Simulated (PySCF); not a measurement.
In(F)2(OH) (F2HInO), SMILES [In]([F])([OH])[F].

Geometry optimised at B3LYP-D3(BJ)/def2-SVP. The def2 effective core potentials stand for the cores of In; spin–orbit coupling is left out. Other conformers were not sampled.

All values below come from TDDFT-ωB97X/def2-SVPD (PySCF).

Vertical excitations.  State labels are in the subgroup Cs.

Computed lowest excited states:
| state | symmetry | energy (eV) | λ (nm) | f | main pairs |
|---|---|---|---|---|---|
| S1 | A" | 5.32 | 233 | 0.016 | HOMO→LUMO 95 % |
| S2 | A' | 6.30 | 197 | 0.132 | HOMO−1→LUMO 82 % |
| S3 | A" | 6.65 | 186 | 0.000 | HOMO−3→LUMO 93 % |
| S4 | A' | 6.65 | 186 | 0.027 | HOMO−2→LUMO 83 % |
| S5 | A' | 6.98 | 178 | 0.013 | HOMO−4→LUMO 80 % |
| S6 | A" | 7.07 | 175 | 0.057 | HOMO−5→LUMO 93 % |
| S7 | A" | 7.85 | 158 | 0.011 | HOMO−1→LUMO+1 97 % |
| S8 | A' | 7.86 | 158 | 0.091 | HOMO−6→LUMO 48 %, HOMO→LUMO+1 26 %, HOMO−3→LUMO+1 10 % |
| S9 | A' | 8.15 | 152 | 0.143 | HOMO→LUMO+1 52 %, HOMO−6→LUMO 24 % |
| S10 | A" | 8.61 | 144 | 0.000 | HOMO−2→LUMO+1 97 % |
| T1 | A" | 4.90 | 253 | 0 | HOMO→LUMO 93 % |
| T2 | A' | 5.19 | 239 | 0 | HOMO−1→LUMO 93 % |
| T3 | A' | 6.14 | 202 | 0 | HOMO−2→LUMO 91 % |
| T4 | A" | 6.32 | 196 | 0 | HOMO−3→LUMO 91 % |
Triplets are in the Tamm–Dancoff approximation, which puts them higher than full response would, so one can lie above its singlet here.
